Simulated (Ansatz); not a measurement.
C6H6O2, SMILES `C#CCOC(=O)C=C` at its PBE0-D4/def2-TZVP geometry, where that method's forces vanish. Total charge 0; spin multiplicity 1.

```tsv
atom	x (Å)	y (Å)	z (Å)
C1	2.059	-1.504	-2.165
C2	0.930	-1.196	-1.902
C3	-0.442	-0.827	-1.601
O4	-0.516	0.341	-0.782
C5	-0.443	0.127	0.548
O6	-0.356	-0.963	1.045
C7	-0.498	1.411	1.276
C8	-0.446	1.434	2.600
H9	3.062	-1.779	-2.389
H10	-0.975	-0.572	-2.518
H11	-0.951	-1.656	-1.103
H12	-0.577	2.312	0.679
H13	-0.364	0.508	3.158
H14	-0.482	2.365	3.152
```

(1) For each bond, give half the difference of the two atoms' forces along it (eV/Å; positive pushes the atoms apart) under PBE-D4, r2SCAN-D4, B3LYP-D4, ωB97M-V in def2-TZVPP. (Estimate.)

Answers

(1) Computed: 
```json
{"bond": "C1–C2", "length (Å)": "1.199", "PBE-D4": "1.00", "r2SCAN-D4": "0.37", "B3LYP-D4": "-0.05", "ωB97M-V": "-0.34"}
{"bond": "C1–H9", "length (Å)": "1.064", "PBE-D4": "-0.38", "r2SCAN-D4": "-0.23", "B3LYP-D4": "-0.09", "ωB97M-V": "0.04"}
{"bond": "C2–C3", "length (Å)": "1.453", "PBE-D4": "-0.66", "r2SCAN-D4": "-0.27", "B3LYP-D4": "0.09", "ωB97M-V": "0.43"}
{"bond": "C3–O4", "length (Å)": "1.428", "PBE-D4": "0.34", "r2SCAN-D4": "0.34", "B3LYP-D4": "0.26", "ωB97M-V": "0.10"}
{"bond": "C3–H10", "length (Å)": "1.091", "PBE-D4": "0.10", "r2SCAN-D4": "-0.06", "B3LYP-D4": "-0.15", "ωB97M-V": "-0.18"}
{"bond": "C3–H11", "length (Å)": "1.092", "PBE-D4": "0.12", "r2SCAN-D4": "-0.06", "B3LYP-D4": "-0.12", "ωB97M-V": "-0.18"}
{"bond": "O4–C5", "length (Å)": "1.348", "PBE-D4": "0.32", "r2SCAN-D4": "0.23", "B3LYP-D4": "0.14", "ωB97M-V": "0.08"}
{"bond": "C5–O6", "length (Å)": "1.201", "PBE-D4": "0.95", "r2SCAN-D4": "0.35", "B3LYP-D4": "0.24", "ωB97M-V": "0.00"}
{"bond": "C5–C7", "length (Å)": "1.477", "PBE-D4": "-0.44", "r2SCAN-D4": "-0.21", "B3LYP-D4": "-0.09", "ωB97M-V": "0.18"}
{"bond": "C7–C8", "length (Å)": "1.326", "PBE-D4": "0.38", "r2SCAN-D4": "0.22", "B3LYP-D4": "0.11", "ωB97M-V": "-0.09"}
{"bond": "C7–H12", "length (Å)": "1.084", "PBE-D4": "0.03", "r2SCAN-D4": "-0.07", "B3LYP-D4": "-0.10", "ωB97M-V": "-0.11"}
{"bond": "C8–H13", "length (Å)": "1.084", "PBE-D4": "0.04", "r2SCAN-D4": "-0.06", "B3LYP-D4": "-0.08", "ωB97M-V": "-0.05"}
{"bond": "C8–H14", "length (Å)": "1.083", "PBE-D4": "-0.02", "r2SCAN-D4": "-0.08", "B3LYP-D4": "-0.10", "ωB97M-V": "-0.03"}
```

B3LYP here is the variant with VWN-RPA as its local correlation; programs differ in this.
